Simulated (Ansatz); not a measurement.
Species: FeCl2, net charge 0, quintet state. The spin state was set by rule; other spins were not relaxed. 
Structure (B3LYP-D3(BJ)/def2-TZVP (Ansatz, a first-principles code) minimum search):
SMILES: [Cl][Fe][Cl]
```xyz
3

Fe     0.0000     0.0000     0.0000
Cl     0.0000     0.0000    -2.1444
Cl     0.0000     0.0000     2.1444
```
Charge 0, spin multiplicity 5.

Wanted: vertical electron affinity (to the quartet state of charge -1; a negative value means that the extra electron is unbound and the number depends on the basis; each state is the SCF solution reached for its spin; the UHF <S^2> is 4.46 for the quartet (pure: 3.75); for the quartet T1 is 0.066), in eV. Cores are frozen in the correlated levels unless marked. Open shells are spin-unrestricted. Spin-orbit coupling is left out. Frozen are the shells of the preceding noble gas and the d and f shells that filled before the atom's block. No relativistic terms. Anions need diffuse functions: def2-D sets add few. 

| level | program | vertical electron affinity (eV) |
|---|---|---|
| PBE/def2-TZVPD | Ansatz | 2.20 |
| B3LYP/def2-TZVPD | Ansatz | 2.19 |
| BHLYP/def2-TZVPD | Ansatz | 1.59 |
| CAM-B3LYP/def2-TZVPD | Ansatz | 2.20 |
| wB97M-V/def2-TZVPD | Ansatz | 2.15 |
| wB97X-V/def2-TZVPD | Ansatz | 2.08 |
| CCSD/def2-TZVPPD | Ansatz | 1.60 |
| CCSD(T)/def2-SVPD | Ansatz | 1.51 |
| CCSD(T)/def2-TZVPPD | Ansatz | 1.74 |
